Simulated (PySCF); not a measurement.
Harmonic spectrum computed at PBE0 in the def2-TZVP basis family (core potentials from Rb on, PySCF, no spin–orbit coupling):

| ω (cm⁻¹) | IR (km/mol) |
| --- | --- |
| 312 | 10.3 |
| 890 | 377 |
| 962 | 58.9 |

**Question.** Which molecule gave it? In each, all ligands are bound to the one heavy central atom.
A. NbO₂ (doublet)
B. ZrO₂ (singlet)
C. TiO₂ (singlet)
D. NO₂ (doublet)

**Answer.** B. It has C2v symmetry with Zr–O 1.762 Å (×2).
